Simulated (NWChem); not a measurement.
Species: ammonium (NH4 cation); SMILES [NH4+]

```xyz
5

N      0.0000     0.0000     0.0000
H     -0.5910    -0.5910    -0.5910
H      0.5910     0.5910    -0.5910
H     -0.5910     0.5910     0.5910
H      0.5910    -0.5910     0.5910
```
Atoms are numbered in this order, from 1.

All runs: NWChem. Coordinates come from a PBE0-D3(BJ)/def2-TZVP optimisation. Vertical excitations in the gas phase; the lowest state need not have the same character in each row.

| level | lowest excitation, singlet (eV) | oscillator strength of that lowest state | lowest triplet (eV) | orbital gap (eV) |
|---|---|---|---|---|
| PBE/def2-SVP, TDA | 14.97 | 0.130 | 14.03 | 14.58 |
| B3LYP/def2-SVP, TDA | ? | ? | ? | ? |
| BHandHLYP/def2-SVP, TDA | 15.81 | 0.196 | 14.51 | 19.64 |
| Hartree-Fock/def2-SVP, CIS | 16.62 | 0.299 | 14.73 | 24.76 |

Some entries are withheld; supply them.


- B3LYP/def2-SVP, TDA, lowest excitation, singlet (eV): 15.24
- B3LYP/def2-SVP, TDA, oscillator strength of that lowest state: 0.150
- B3LYP/def2-SVP, TDA, lowest triplet (eV): 14.20
- B3LYP/def2-SVP, TDA, orbital gap (eV): 16.53
